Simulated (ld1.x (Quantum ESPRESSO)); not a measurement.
**Cd (Z = 48): PAW pseudisation with PBEsol, scalar-relativistic reference atom.**

Cd (Z = 48), PAW, made with ld1.x (Quantum ESPRESSO) 7.5 (PBEsol, scalar-relativistic). Core [Kr], reference 4d10 5s2 5p0. Waves: 5s (bound): rcut 1.70, rcutus 3.14 bohr; 5s channel at 1.85 Ry: rcut 1.70, rcutus 3.14 bohr; 5p (bound, empty): rcut 2.90, rcutus 3.20 bohr; 5p channel at 0.65 Ry: rcut 2.90, rcutus 3.20 bohr; 4d (bound): rcut 2.05, rcutus 2.15 bohr; 4d channel at 0.85 Ry: rcut 2.05, rcutus 2.15 bohr. Local part: all-electron potential smoothed inside 2.30 bohr (lloc = -2). Core correction: Bessel-smoothed model core inside 1.60 bohr. Augmentation charge: PSQ, radius 1.45 bohr.

(1) Estimate the cutoffs (Ry, on a coarse ladder) from which the occupation-weighted sum of valence levels, in a spherical-Bessel basis at the reference potential, stays within 10 and 1 mRy of its value at 400 Ry.

(2) What does a ghost test show?

(3) Is the overlap operator S = 1 + Σ q|β⟩⟨β| positive definite (Bessel basis up to 400 Ry)?

(4) Which valence shell sets the plane-wave cutoff?

## Answers

(1) 25 Ry and 40 Ry.

(2) No extra level below or beside the all-electron valence levels (s, p, d, f tested).

(3) Yes: its lowest eigenvalue is 0.11 (d channel).

(4) 4d: its level needs 25 Ry to come within 1 mRy, against 6 Ry for 5s.

Its largest configuration-test error is -72 meV (4d9 5s2 5p0). 1 of 7 tests not solved or not reliable. Not counted: 4d9 5s0 5p0 (solver errors, printed error -817 eV).
